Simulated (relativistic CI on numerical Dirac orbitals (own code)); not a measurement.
## Nd⁴⁺ (4f2) in a crystal field

Calculated by Dirac-Coulomb-Breit CI, separate exchange-only KLI orbitals for each configuration, model QED (radiative potential, 1s self-energy scaled to tabulated hydrogen-like ionisation energies), one configuration in a parametric crystal field, unscaled Slater integrals (own radial code). With so little scaling, terms lie 10 to 35 % too far apart, which can change the order of excited levels.

Field parameters in Wybourne normalisation; cubic f-shell fields have B⁴₄ = √(5/14) B⁴₀ and B⁶₄ = −√(7/2) B⁶₀. The field is a parameter set, without covalency.

S and J are read from ⟨S²⟩ = S(S + 1) and ⟨J²⟩ = J(J + 1) of each level; they are not fictitious spins.

D3d, B20 = 2210, B40 = 100, B43 = -350, B60 = 840, B63 = -1090, B66 = -1030 cm⁻¹, the lowest 10 levels:

```json
{"E (cm⁻¹)": "0.0", "Degeneracy": "2", "Irrep": "E", "S": "0.98", "J": "4.00"}
{"E (cm⁻¹)": "307", "Degeneracy": "1", "Irrep": "A2", "S": "0.98", "J": "4.00"}
{"E (cm⁻¹)": "471", "Degeneracy": "1", "Irrep": "A1", "S": "0.98", "J": "4.02"}
{"E (cm⁻¹)": "863", "Degeneracy": "2", "Irrep": "E", "S": "0.98", "J": "4.01"}
{"E (cm⁻¹)": "1009", "Degeneracy": "2", "Irrep": "E", "S": "0.98", "J": "4.01"}
{"E (cm⁻¹)": "1039", "Degeneracy": "1", "Irrep": "A1", "S": "0.98", "J": "4.01"}
{"E (cm⁻¹)": "2739", "Degeneracy": "2", "Irrep": "E", "S": "1.00", "J": "4.99"}
{"E (cm⁻¹)": "3084", "Degeneracy": "2", "Irrep": "E", "S": "1.00", "J": "4.99"}
{"E (cm⁻¹)": "3440", "Degeneracy": "1", "Irrep": "A1", "S": "1.00", "J": "4.97"}
{"E (cm⁻¹)": "3477", "Degeneracy": "1", "Irrep": "A2", "S": "1.00", "J": "5.00"}
```

D3d, B20 = 2340, B40 = -1570, B43 = 1840, B60 = 640, B63 = 110, B66 = -920 cm⁻¹, the lowest 10 levels:

| E (cm⁻¹) | Degeneracy | Irrep | S | J |
| --- | --- | --- | --- | --- |
| 0.0 | 2 | E | 0.98 | 4.00 |
| 51.5 | 1 | A2 | 0.98 | 4.00 |
| 151 | 1 | A1 | 0.98 | 4.02 |
| 647 | 2 | E | 0.98 | 4.01 |
| 1098 | 2 | E | 0.98 | 4.01 |
| 1273 | 1 | A1 | 0.98 | 4.01 |
| 2736 | 2 | E | 1.00 | 4.98 |
| 2842 | 2 | E | 1.00 | 5.00 |
| 3203 | 1 | A2 | 1.00 | 5.01 |
| 3208 | 1 | A1 | 1.00 | 4.96 |

D3h, B20 = 420, B40 = -90, B60 = 160, B66 = 450 cm⁻¹, the lowest 16 levels:

```csv
E (cm⁻¹),Degeneracy,S,J
0.0,2,0.98,4.00
13.5,1,0.98,4.00
121,1,0.98,4.00
174,2,0.98,4.00
200,2,0.98,4.00
205,1,0.98,4.00
2739,2,1.00,5.00
2785,2,1.00,5.00
2836,1,1.00,5.00
2892,1,1.00,5.00
2917,2,1.00,5.00
2935,2,1.00,5.00
2940,1,1.00,5.00
5569,1,1.00,5.99
5579,1,1.00,6.00
5586,2,1.00,6.00
```

Oh, B40 = 2770, B60 = 1070 cm⁻¹, the lowest 10 levels:

```
E (cm⁻¹)  Degeneracy  Irrep     S     J
     0.0           1     A1  0.98  4.00
     493           3     T1  0.98  4.04
     971           2      E  0.97  4.01
    1025           3     T2  0.98  4.00
    3236           3     T1  1.00  4.96
    3448           2      E  1.00  4.97
    3469           3     T2  1.00  5.02
    3782           3     T1  1.00  4.99
    5905           3     T2  1.00  5.93
    5967           2      E  1.00  5.96
```

Oh, B40 = -2520, B60 = 630 cm⁻¹, the lowest 10 levels:

```
E (cm⁻¹)  Degeneracy  Irrep     S     J
     0.0           3     T2  0.98  4.00
     563           2      E  0.98  4.01
     575           3     T1  0.98  4.02
     595           1     A1  0.98  4.00
    2908           3     T1  1.00  4.98
    2952           2      E  1.00  4.98
    3292           3     T2  1.00  4.99
    3313           3     T1  1.00  5.01
    5631           1     A1  1.00  5.99
    5725           3     T2  1.00  5.97
```

The next free-ion level lies 2734 cm⁻¹ above the lowest; the field splits the ground level into components whose J stays near 4 as long as their spread is small against that gap.

Levels of this model without a field, named by their leading LS term: ³H4 0, ³H5 2734, ³H6 5578, ³F2 7534, ¹G4 9196, ³F3 9269, ³F4 12901, ¹D2 25894 cm⁻¹.
